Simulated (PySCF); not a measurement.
CH9FN2Si2, SMILES N[SiH2]N[SiH2]CF. The structure is a stationary point at PBE-D3(BJ)/def2-SVP. This is a generated structure with no PubChem entry under its InChIKey; it may be hypothetical. The values are those of a single conformer.

### Question
Give the equilibrium geometry at PBE-D3(BJ)/def2-SVP (PySCF confirms it by a frequency run) as a Z-matrix. (An estimate is asked for; the answer gives what the named calculation found.)

### Answer
One answer among several that fit: 
```
N
H 1 1.0253
Si 1 1.7500 2 115.96
N 3 1.7388 1 109.60 2 -49.70
H 4 1.0225 3 118.84 1 151.87
H 4 1.0228 5 110.91 3 -146.58
Si 1 1.7554 2 116.08 3 179.78
H 7 1.5034 1 108.21 2 -14.80
H 7 1.5034 8 109.63 1 122.21
H 3 1.5067 4 103.68 5 28.65
H 3 1.5122 10 108.72 4 125.95
C 7 1.9129 8 108.51 9 117.22
F 12 1.3969 7 109.57 8 -60.96
H 12 1.1152 13 109.43 7 -121.76
H 12 1.1156 14 106.91 13 118.30
```
Charge 0, spin multiplicity 1.
